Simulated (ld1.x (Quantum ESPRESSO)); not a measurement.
# Ti: one change to a PAW potential, before and after

```json
{
  "Element": "Ti",
  "Generator": "ld1.x (Quantum ESPRESSO) 7.5",
  "Type": "PAW",
  "Functional": "PBEsol",
  "Relativity": "scalar-relativistic",
  "Frozen core": "[Ne]",
  "Valence charge": "12",
  "Reference configuration": "3s2 3p6 3d2.5 4s1.5 4p0",
  "Partial waves": "3s (bound): rcut 1.35, rcutus 1.70 bohr; 4s (bound): rcut 1.35, rcutus 1.70 bohr; 3p (bound): rcut 1.50, rcutus 1.70 bohr; 4p (bound, empty): rcut 1.50, rcutus 1.70 bohr; 3d (bound): rcut 1.70, rcutus 2.10 bohr; 3d channel at 4.3 Ry: rcut 1.70, rcutus 2.10 bohr",
  "Local potential": "all-electron potential smoothed inside 1.55 bohr (lloc = -1)",
  "Core correction": "Bessel-smoothed model core, default radius (core density twice the valence density)",
  "Augmentation charge": "BESSEL, radius 1.20 bohr"
}
```

All-electron outer shells of the reference configuration (PBEsol, scalar-relativistic, ld1.x):

```csv
shell,level (eV),outermost node (bohr),outermost maximum (bohr)
2s,-534.05,0.09,0.27
2p,-441.77,–,0.22
3s,-60.56,0.40,0.87
3p,-36.97,0.37,0.90
4s,-4.05,1.25,2.99
3d,-2.90,–,1.00
4p,-1.24,1.40,3.99
```

Change: waves 3s (bound): rcut 1.12, rcutus 1.18 bohr; 4s (bound): rcut 1.12, rcutus 1.18 bohr.

Cutoffs: the cutoffs (Ry, on a coarse ladder) from which the occupation-weighted sum of valence levels, in a spherical-Bessel basis at the reference potential, stays within 10 and 1 mRy of its value at 400 Ry; they do not see the model core or the augmentation charge, which bear on the density cutoff. Errors are all-electron minus pseudo energies relative to the spin-unpolarised reference configuration.

Problem. How do hardness, ghosts and transferability respond?

Solution. The potential gets neither clearly harder nor softer (30 Ry and 50 Ry → 30 Ry and 50 Ry); of the 7 tests that both files solve, the error grows in 2 and shrinks in 1 by more than 15 % and 0.3 meV (median size 1.6 → 2.0 meV); neither file shows a bound ghost.

| quantity | base | changed |
| --- | --- | --- |
| cutoff, loose | 30 Ry | 30 Ry |
| cutoff, tight | 50 Ry | 50 Ry |
| loose cutoff by channel (10 mRy a level) | s 21 Ry, p 21 Ry, d 21 Ry | s 25 Ry, p 21 Ry, d 21 Ry |
| bound ghosts | none | none |
| error for 3s2 3p6 3d2 4s2 4p0, meV [ΔE -0.35 eV] | +1.5 | +2.0 |
| error for 3s2 3p6 3d2 4s1 4p0, meV [ΔE 7.01 eV] | +1.3 | +1.5 |
| error for 3s2 3p6 3d2 4s0 4p0, meV [ΔE 20.48 eV] | +1.6 | +1.4 |
| error for 3s2 3p6 3d2 4s1 4p1, meV [ΔE 2.74 eV] | +2.8 | +2.9 |
| error for 3s2 3p6 3d1 4s2 4p0, meV [ΔE 9.41 eV] | +11 | +21 |
| error for 3s1 3p6 3d2 4s2 4p0, meV [ΔE 69.12 eV] | -11 | -6.5 |
| error for 3s2 3p6 3d3 4s1 4p0, meV [ΔE 0.75 eV] | -0.2 | 0.0 |
| s: phases at 2.29 bohr within 0.05 rad from the reference energy up to (Ry; the scan ends near 5) | to the end of the scan | to the end of the scan |
| p: phases at 2.29 bohr within 0.05 rad from the reference energy up to (Ry; the scan ends near 5) | 1.2 | 1.2 |
| d: phases at 2.29 bohr within 0.05 rad from the reference energy up to (Ry; the scan ends near 5) | to the end of the scan | to the end of the scan |
| lowest overlap eigenvalue by channel | s 0.04, p 0.10, d 0.82 | s 0.39, p 0.10, d 0.82 |
